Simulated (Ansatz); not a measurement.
H$_{9}$N$_{3}$Si$_{2}$ (`N[SiH2]N[SiH2]N`). Total charge 0; spin multiplicity 1. The structure was optimised at the PBE0-D4/def2-TZVP level. It is one conformer, not always the lowest.

```xyz
14

N    -0.984   -1.044    2.284
Si    0.465   -0.708    1.430
N     0.175    0.504    0.245
Si    0.659    0.601   -1.403
N    -0.665    1.106   -2.368
H    -1.789   -1.440    1.826
H    -0.945   -1.301    3.256
H     1.058   -1.844    0.671
H     1.417   -0.298    2.500
H    -0.317    1.320    0.588
H     1.220   -0.743   -1.711
H     1.703    1.629   -1.671
H    -1.494    0.544   -2.466
H    -0.503    1.675   -3.182
```

(1) What is the dipole moment at ωB97M-V/def2-TZVPP? (An estimate is asked.)

(2) And with PBE, r2SCAN, B3LYP? (Best estimate.)

(3) Give the Mulliken charges with ωB97M-V, B3LYP, PBE in def2-TZVPP. (Estimate.)

Answers

(1) The calculation gave: 2.03 D, with components (-2.00, -0.19, -0.23) D in this frame, pointing from negative to positive charge.

(2) The calculation gave: PBE 2.09 D, r2SCAN 2.09 D, B3LYP 1.98 D.

(3) Computed: 
```json
{"atom": "N1", "ωB97M-V": "-0.37", "B3LYP": "-0.41", "PBE": "-0.39"}
{"atom": "Si2", "ωB97M-V": "0.40", "B3LYP": "0.46", "PBE": "0.36"}
{"atom": "N3", "ωB97M-V": "-0.36", "B3LYP": "-0.35", "PBE": "-0.28"}
{"atom": "Si4", "ωB97M-V": "0.40", "B3LYP": "0.46", "PBE": "0.36"}
{"atom": "N5", "ωB97M-V": "-0.37", "B3LYP": "-0.41", "PBE": "-0.39"}
{"atom": "H6", "ωB97M-V": "0.11", "B3LYP": "0.13", "PBE": "0.14"}
{"atom": "H7", "ωB97M-V": "0.11", "B3LYP": "0.14", "PBE": "0.15"}
{"atom": "H8", "ωB97M-V": "-0.06", "B3LYP": "-0.10", "PBE": "-0.09"}
{"atom": "H9", "ωB97M-V": "-0.06", "B3LYP": "-0.10", "PBE": "-0.09"}
{"atom": "H10", "ωB97M-V": "0.10", "B3LYP": "0.12", "PBE": "0.13"}
{"atom": "H11", "ωB97M-V": "-0.06", "B3LYP": "-0.10", "PBE": "-0.09"}
{"atom": "H12", "ωB97M-V": "-0.06", "B3LYP": "-0.10", "PBE": "-0.09"}
{"atom": "H13", "ωB97M-V": "0.11", "B3LYP": "0.13", "PBE": "0.14"}
{"atom": "H14", "ωB97M-V": "0.11", "B3LYP": "0.14", "PBE": "0.15"}
```

B3LYP here is the variant with VWN-RPA as its local correlation; programs differ in this.
